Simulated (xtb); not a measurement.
Job for xtb: GFN1-xTB on BS+, 2S+1 = 3, a spin state set in the input, which need not be the lowest, a point of a bond scan (R = 1.666 Å). Charge +1.

```
$ xtb mol.xyz --gfn 1 --sp --chrg 1 --uhf 2
2

B      0.00000000     0.00000000     0.00000000
S      0.00000000     0.00000000     1.66567500
```

Program output:

```
[...]
           -------------------------------------------------
          |                Calculation Setup                |
           -------------------------------------------------



           -------------------------------------------------
          |                 G F N 1 - x T B                 |
           -------------------------------------------------

        Reference                      10.1021/acs.jctc.7b00118
      * Hamiltonian:
        H0-scaling (s, p, d)           1.850000    2.250000    2.000000
        zeta-weighting                 0.000000
      * Dispersion:
        s8                             2.400000
        a1                             0.630000
        a2                             5.000000
        s9                             0.000000
      * Repulsion:
        kExp                           1.500000
        rExp                           1.000000
      * Coulomb:
        alpha                          2.000000
        third order                    atomic
        anisotropic                    false
      * Halogen bond correction:
        rad-scale                      1.300000
        damping                        0.440000


          ...................................................
          :                      SETUP                      :
          :.................................................:
          :  # basis functions                  14          :
          :  # atomic orbitals                  13          :
          :  # shells                            5          :
          :  # electrons                         8          :
          :  # halogen bonds                     0          :
          :  max. iterations                   250          :
          :  Hamiltonian                  GFN1-xTB          :
          :  restarted?                      false          :
          :  GBSA solvation                  false          :
          :  PC potential                    false          :
          :  electronic temp.          300.0000000     K    :
          :  accuracy                    1.0000000          :
          :  -> integral cutoff          0.2500000E+02      :
          :  -> integral neglect         0.1000000E-07      :
          :  -> SCF convergence          0.1000000E-05 Eh   :
          :  -> wf. convergence          0.2000000E-04 e    :
          :  Broyden damping             0.4000000          :
          :  net charge                          1          :
          :  unpaired electrons                  2          :
          ...................................................

 iter      E             dE          RMSdq      gap      omega  full diag
   1     -4.3155920 -0.431559E+01  0.551E+00    3.26       0.0  T
   2     -4.2056660  0.109926E+00  0.858E+00    3.59       1.0  T
   3     -4.4361722 -0.230506E+00  0.128E+00    3.50       1.0  T
   4     -4.4310146  0.515763E-02  0.134E+00    3.52       1.0  T
   5     -4.4363054 -0.529082E-02  0.155E-01    3.51       1.0  T
   6     -4.4363612 -0.558042E-04  0.406E-02    3.51       1.7  T
   7     -4.4363656 -0.442382E-05  0.617E-03    3.51      11.5  T
   8     -4.4363657 -0.109513E-06  0.230E-04    3.51     307.2  T
   9     -4.4363657 -0.122024E-09  0.688E-05    3.51    1028.0  T
  10     -4.4363657 -0.128519E-10  0.250E-06    3.51   28267.1  T

   *** convergence criteria satisfied after 10 iterations ***

         #    Occupation            Energy/Eh            Energy/eV
      -------------------------------------------------------------
         1        2.0000           -1.2601916             -34.2916
         2        2.0000           -0.9072602             -24.6878
         3        1.5000           -0.8224738             -22.3807
         4        1.5000           -0.8224738             -22.3807
         5        1.0000           -0.7435398             -20.2327 (HOMO)
         6                         -0.6146943             -16.7267 (LUMO)
         7                         -0.6146943             -16.7267
         8                         -0.4731944             -12.8763
         9                         -0.4375686             -11.9068
        10                         -0.4375686             -11.9068
       ...                                ...                  ...
        13                          0.2123857               5.7793
      -------------------------------------------------------------
                  HL-Gap            0.1288456 Eh            3.5061 eV
             Fermi-level           -0.7507954 Eh          -20.4302 eV

 transition dipole moment (au) for excitation:           4           5
     X       Y       Z
  -0.0019   0.1634  -0.0000  total (au/Debye):    0.163   0.415
 dE (eV)             :    2.148
 oscillator strength :  0.19867E-02

 SCC (total)                   0 d,  0 h,  0 min,  0.004 sec
 SCC setup                      ...        0 min,  0.000 sec (  4.787%)
 Dispersion                     ...        0 min,  0.000 sec (  1.611%)
 classical contributions        ...        0 min,  0.000 sec (  0.984%)
 integral evaluation            ...        0 min,  0.001 sec ( 18.606%)
 iterations                     ...        0 min,  0.001 sec ( 32.447%)
 molecular gradient             ...        0 min,  0.001 sec ( 14.851%)
 printout                       ...        0 min,  0.001 sec ( 26.274%)

         :::::::::::::::::::::::::::::::::::::::::::::::::::::
         ::                     SUMMARY                     ::
         :::::::::::::::::::::::::::::::::::::::::::::::::::::
         :: total energy              -4.401173236233 Eh    ::
         :: gradient norm              0.030064603752 Eh/a0 ::
         :: HOMO-LUMO gap              3.506066032900 eV    ::
         ::.................................................::
         :: SCC energy                -4.436365747296 Eh    ::
         :: -> electrostatic           0.177746995382 Eh    ::
         :: repulsion energy           0.035559820101 Eh    ::
         :: dispersion energy         -0.000367309038 Eh    ::
         :: halogen bond corr.         0.000000000000 Eh    ::
         :: add. restraining           0.000000000000 Eh    ::
         :: total charge               1.000000000000 e     ::
         :::::::::::::::::::::::::::::::::::::::::::::::::::::

           -------------------------------------------------
          |                Property Printout                |
           -------------------------------------------------

    * Orbital Energies and Occupations

         #    Occupation            Energy/Eh            Energy/eV
      -------------------------------------------------------------
         1        2.0000           -1.2601916             -34.2916
         2        2.0000           -0.9072602             -24.6878
         3        1.5000           -0.8224738             -22.3807
         4        1.5000           -0.8224738             -22.3807
         5        1.0000           -0.7435398             -20.2327 (HOMO)
         6                         -0.6146943             -16.7267 (LUMO)
         7                         -0.6146943             -16.7267
         8                         -0.4731944             -12.8763
         9                         -0.4375686             -11.9068
        10                         -0.4375686             -11.9068
        11                         -0.3879466             -10.5566
        12                         -0.3879466             -10.5566
        13                          0.2123857               5.7793
      -------------------------------------------------------------
                  HL-Gap            0.1288456 Eh            3.5061 eV
             Fermi-level           -0.7507954 Eh          -20.4302 eV

  Mulliken/CM5 charges         n(s)   n(p)   n(d)
Note: The following floating-point exceptions are signalling: IEEE_DENORMAL
normal termination of xtb
     1B     0.69580  0.61678   1.305  0.999  0.000
     2S     0.30420  0.38322   1.935  3.750  0.010

Wiberg/Mayer (AO) data.
largest (>0.10) Wiberg bond orders for each atom

 ---------------------------------------------------------------------------
     #   Z sym  total        # sym  WBO       # sym  WBO       # sym  WBO
 ---------------------------------------------------------------------------
     1   5 B    1.686 --     2 S    1.686
     2  16 S    1.686 --     1 B    1.686
 ---------------------------------------------------------------------------

Topologies differ in total number of bonds
Writing topology from bond orders to xtbtopo.mol

 dipole moment from electron density (au)
     X       Y       Z
  -0.0000   0.0000   1.0703  total (Debye):    2.721


           -------------------------------------------------
          | TOTAL ENERGY               -4.401173236233 Eh   |
          | GRADIENT NORM               0.030064603752 Eh/α |
          | HOMO-LUMO GAP               3.506066032900 eV   |
           -------------------------------------------------

------------------------------------------------------------------------
------------------------------------------------------------------------
 total:
 SCF:
```

The run finished.

Cost: roughly 0.05 core-seconds.
